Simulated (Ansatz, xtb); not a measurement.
**Ranking isomers of C6H12S**

7 gas-phase structures of C6H12S, from a drawn sample of its isomers (lower ones may exist). Each was relaxed with GFN2-xTB; where two conformers were screened, the lower at r2SCAN-D4/def2-SVP is listed:

A. `CC(C)C[C@@H]1CS1`, a singlet
B. `CCC[C@@H]1CCS1`, a singlet
C. `CC[C@H]1C[C@H](S)C1`, a singlet
D. `SC1CCCCC1`, a singlet
E. `CC1(S)CCCC1`, a singlet
F. `C1CCCSCC1`, a singlet
G. `CSC1CCCC1`, a singlet

Problem. Estimate their order in r2SCAN-D4/def2-SVP energy at these geometries, lowest first.

Solution. Calculated order at r2SCAN-D4/def2-SVP: D (0.000), E (0.207), F (0.431), G (0.466), A (0.813), B (0.949), C (1.150) eV. Less than 1 kcal/mol parts F and G, so the order within that pair means little.

Energies above the lowest of each column, in eV; the last columns are at PBE0-D3(BJ)/def2-SVP geometries and were run for some of them only (a dash: not run or not comparable):

```json
{"structure": "D", "GFN2-xTB": "0.000", "HF/STO-3G": "0.000", "r2SCAN-D4/def2-SVP": "0.000", "PBE0-D3(BJ)/def2-SVP": "0.000", "CCSD(T)/def2-SVP + ΔMP2/def2-TZVPP": "0.000"}
{"structure": "E", "GFN2-xTB": "0.172", "HF/STO-3G": "0.276", "r2SCAN-D4/def2-SVP": "0.207", "PBE0-D3(BJ)/def2-SVP": "0.217", "CCSD(T)/def2-SVP + ΔMP2/def2-TZVPP": "0.147"}
{"structure": "F", "GFN2-xTB": "0.501", "HF/STO-3G": "0.247", "r2SCAN-D4/def2-SVP": "0.431", "PBE0-D3(BJ)/def2-SVP": "0.416", "CCSD(T)/def2-SVP + ΔMP2/def2-TZVPP": "0.406"}
{"structure": "G", "GFN2-xTB": "0.432", "HF/STO-3G": "0.099", "r2SCAN-D4/def2-SVP": "0.466", "PBE0-D3(BJ)/def2-SVP": "0.457", "CCSD(T)/def2-SVP + ΔMP2/def2-TZVPP": "0.355"}
{"structure": "A", "GFN2-xTB": "0.891", "HF/STO-3G": "1.486", "r2SCAN-D4/def2-SVP": "0.813", "PBE0-D3(BJ)/def2-SVP": "0.864", "CCSD(T)/def2-SVP + ΔMP2/def2-TZVPP": "0.703"}
{"structure": "B", "GFN2-xTB": "0.813", "HF/STO-3G": "0.781", "r2SCAN-D4/def2-SVP": "0.949", "PBE0-D3(BJ)/def2-SVP": "0.931", "CCSD(T)/def2-SVP + ΔMP2/def2-TZVPP": "0.804"}
{"structure": "C", "GFN2-xTB": "0.833", "HF/STO-3G": "1.166", "r2SCAN-D4/def2-SVP": "1.150", "PBE0-D3(BJ)/def2-SVP": "–", "CCSD(T)/def2-SVP + ΔMP2/def2-TZVPP": "–"}
```

Every level run on D puts it lowest or level with the lowest. CCSD(T)/def2-SVP + ΔMP2/def2-TZVPP orders those it was run on as D (0.000), E (0.147), G (0.355), F (0.406), A (0.703), B (0.804) eV. Some further structures that were screened fall inside this span and aren't listed. Flexible structures stand in one conformer each, not always the lowest. Frequencies (GFN2-xTB) were run for A, B, D, E, F, G alone. The ΔMP2 step shifts differences by up to 0.170 eV, which makes them less sure. ΔMP2 is the change of the MP2 energy from the smaller to the larger basis.

Over these structures GFN2-xTB departs from r2SCAN-D4/def2-SVP by 0.099 eV on average once a common shift is removed. A GFN2-xTB relaxation took about 0.12 s and the r2SCAN-D4/def2-SVP energy about 1.8 s on a shared host (Ansatz 0.2.0, xtb 6.7.1).
